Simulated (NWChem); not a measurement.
System: C2HBrF2; SMILES Br/C(F)=C/F

The following NWChem deck was run.

```
start job
memory heap 200 mb stack 900 mb global 1100 mb
geometry units angstroms noautosym nocenter noautoz
  F     -0.446208     2.746505     0.000000
  C     -0.730222     1.453202     0.000000
  C      0.235408     0.533376     0.000000
  F      1.513962     0.845223     0.000000
  Br    -0.128301    -1.298306     0.000000
  H     -1.791415     1.201203     0.000000
end
basis spherical
  F library pcsseg-1
  C library pcsseg-1
  Br library pcsseg-1
  H library pcsseg-1
end
dft
  xc xpbe96 cpbe96
  iterations 150
end
property
  shielding
  efieldgrad
end
task dft property
```

Output (shortened):

```
             Northwest Computational Chemistry Package (NWChem) 7.3.0
             --------------------------------------------------------

                             Geometry "geometry" -> ""
                             -------------------------

 Output coordinates in angstroms (scale by  1.889725989 to convert to a.u.)

  No.       Tag          Charge          X              Y              Z
 ---- ---------------- ---------- -------------- -------------- --------------
    1 F                    9.0000    -0.44620800     2.74650500     0.00000000
    2 C                    6.0000    -0.73022200     1.45320200     0.00000000
    3 C                    6.0000     0.23540800     0.53337600     0.00000000
    4 F                    9.0000     1.51396200     0.84522300     0.00000000
    5 Br                  35.0000    -0.12830100    -1.29830600     0.00000000
    6 H                    1.0000    -1.79141500     1.20120300     0.00000000

 Effective nuclear repulsion energy (a.u.)     314.0071818038

  pbe96 is a nonlocal functional; adding pw91lda local functional.
                              NWChem Property Module
                              ----------------------

  itol2e modified to match energy
  convergence criterion.

                                 NWChem DFT Module
                                 -----------------

 Summary of "ao basis" -> "ao basis" (spherical)
 ------------------------------------------------------------------------------
       Tag                 Description            Shells   Functions and Types
 ---------------- ------------------------------  ------  ---------------------
 F                          pcsseg-1                 7       17   3s3p1d
 C                          pcsseg-1                 7       17   3s3p1d
 Br                         pcsseg-1                15       41   5s7p3d
 H                          pcsseg-1                 3        5   2s1p

  itol2e modified to match energy
  convergence criterion.

            General Information
            -------------------
          SCF calculation type: DFT
          Wavefunction type:  closed shell.
          No. of atoms     :     6
          No. of electrons :    66
           Alpha electrons :    33
            Beta electrons :    33
          Charge           :     0
          Spin multiplicity:     1
          Use of symmetry is: off; symmetry adaption is: off
          Maximum number of iterations: 150
          AO basis - number of functions:   114
                     number of shells:    46
          Convergence on energy requested:  1.00D-07
          Convergence on density requested:  1.00D-05
          Convergence on gradient requested:  5.00D-04

              XC Information
              --------------
          PerdewBurkeErnzerhof Exchange Functional  1.000
            Perdew 1991 LDA Correlation Functional  1.000 local
           PerdewBurkeErnz. Correlation Functional  1.000 non-local

             Grid Information
             ----------------
          Grid used for XC integration:  fine
          Radial quadrature: Mura-Knowles
          Angular quadrature: Lebedev.
          Tag              B.-S. Rad. Rad. Pts. Rad. Cut. Ang. Pts.
          ---              ---------- --------- --------- ---------
          F                   0.50       70          11.0       590
          C                   0.70       70           9.0       590
          Br                  1.15      140          10.0       974
          H                   0.35       60           9.0       590
          Grid pruning is: on
          Number of quadrature shells:   480
          Spatial weights used:  Erf1

      Superposition of Atomic Density Guess
      -------------------------------------

 Sum of atomic energies:       -2846.63937120

      Non-variational initial energy
      ------------------------------

 Total energy =   -2848.357747
 1-e energy   =   -4587.875716
 2-e energy   =    1425.510787
 HOMO         =      -0.230656
 LUMO         =       0.058033

[...]

          -----------------------------------------
          Chemical Shielding Tensors (GIAO, in ppm)
          -----------------------------------------

                                NWChem CPHF Module
                                ------------------

  scftype          =     RHF
  nclosed          =       33
  nopen            =        0
  variables        =     2673
  # of vectors     =        3
  tolerance        = 0.10D-03
  level shift      = 0.00D+00
  max iterations   =       50
  max subspace     =       30

 SCF residual:    1.4396883682402746E-005

Iterative solution of linear equations
  No. of variables     2673
  No. of equations        3
  Maximum subspace       30
        Iterations       50
       Convergence  1.0D-04

   iter   nsub   residual    time
   ----  ------  --------  ---------
     1      3    8.31D-06      48.1

      Atom:    1  F
        Diamagnetic
    462.6983      4.6286      0.0000
      4.6286    493.0297     -0.0000
      0.0000     -0.0000    463.7607

        Paramagnetic
   -234.8760    -23.7680      0.0000
    -23.7680   -242.8944     -0.0000
      0.0000     -0.0000    -50.7811

        Total Shielding Tensor
    227.8224    -19.1394      0.0000
    -19.1394    250.1352     -0.0000
      0.0000     -0.0000    412.9796

           isotropic =     296.9791
          anisotropy =     174.0008

          Principal Components and Axis System
                 1           2           3
              412.9796    261.1324    216.8252

      1         0.0000     -0.4982      0.8671
      2        -0.0000      0.8671      0.4982
      3         1.0000      0.0000     -0.0000

      Atom:    2  C
        Diamagnetic
    254.8207     -3.9234      0.0000
     -3.9234    267.3064      0.0000
      0.0000      0.0000    229.8105

        Paramagnetic
   -267.6764    -37.8905      0.0000
    -37.8905   -209.9789     -0.0000
      0.0000     -0.0000   -153.1500

        Total Shielding Tensor
    -12.8557    -41.8139      0.0000
    -41.8139     57.3275     -0.0000
      0.0000     -0.0000     76.6606

           isotropic =      40.3775
          anisotropy =      54.6693

          Principal Components and Axis System
                 1           2           3
               76.8237     76.6606    -32.3518

      1        -0.4226     -0.0000      0.9063
      2         0.9063      0.0000      0.4226
      3        -0.0000      1.0000      0.0000

      Atom:    3  C
        Diamagnetic
    255.0286      1.2455     -0.0000
      1.2455    268.3582      0.0000
     -0.0000      0.0000    225.5314

        Paramagnetic
   -202.4601    -43.2151     -0.0000
    -43.2151   -283.4715     -0.0000
     -0.0000     -0.0000   -183.1386

        Total Shielding Tensor
     52.5685    -41.9696     -0.0000
    -41.9696    -15.1133     -0.0000
     -0.0000     -0.0000     42.3928

           isotropic =      26.6160
          anisotropy =      69.0375

          Principal Components and Axis System
                 1           2           3
               72.6410     42.3928    -35.1858

      1         0.9021      0.0000      0.4315
      2        -0.4315     -0.0000      0.9021
      3        -0.0000      1.0000      0.0000

      Atom:    4  F
        Diamagnetic
    491.8032      8.5238     -0.0000
      8.5238    468.1039     -0.0000
     -0.0000     -0.0000    465.4494

        Paramagnetic
   -298.8013      2.8291     -0.0000
      2.8291   -232.1095      0.0000
     -0.0000      0.0000   -125.4578

        Total Shielding Tensor
    193.0019     11.3529     -0.0000
     11.3529    235.9944      0.0000
     -0.0000      0.0000    339.9915

           isotropic =     256.3293
          anisotropy =     125.4934

          Principal Components and Axis System
                 1           2           3
              339.9915    238.8082    190.1882

      1        -0.0000      0.2406      0.9706
      2         0.0000      0.9706     -0.2406
      3         1.0000     -0.0000      0.0000

      Atom:    5  Br
        Diamagnetic
   3117.4052      3.1640     -0.0000
      3.1640   3130.3964     -0.0000
     -0.0000     -0.0000   3116.1083

        Paramagnetic
  -1359.4446    238.7489     -0.0000
    238.7489   -293.0575     -0.0000
     -0.0000     -0.0000  -1620.0061

        Total Shielding Tensor
   1757.9606    241.9129     -0.0000
    241.9129   2837.3389     -0.0000
     -0.0000     -0.0000   1496.1023

           isotropic =    2030.4673
          anisotropy =    1287.9147

          Principal Components and Axis System
                 1           2           3
             2889.0771   1706.2225   1496.1023

      1         0.2091      0.9779      0.0000
      2         0.9779     -0.2091      0.0000
      3        -0.0000     -0.0000      1.0000

      Atom:    6  H
        Diamagnetic
     38.8363      1.5080      0.0000
      1.5080     28.0314     -0.0000
      0.0000     -0.0000     18.4555

        Paramagnetic
    -14.8327     -2.5163     -0.0000
     -2.5163      1.2237      0.0000
     -0.0000      0.0000      2.5886

        Total Shielding Tensor
     24.0035     -1.0082     -0.0000
     -1.0082     29.2550      0.0000
     -0.0000      0.0000     21.0441

           isotropic =      24.7676
          anisotropy =       7.0116

          Principal Components and Axis System
                 1           2           3
               29.4420     23.8166     21.0441

      1        -0.1823      0.9832      0.0000
      2         0.9832      0.1823      0.0000
      3         0.0000     -0.0000      1.0000
```

Level: PBE/pcSseg-1, GIAO. Geometry: optimised at PBE0/def2-SVP. NWChem prints the field gradient with the sign opposite to the second derivative of the potential. The printed shielding anisotropy is the first printed principal value minus the mean of the other two.
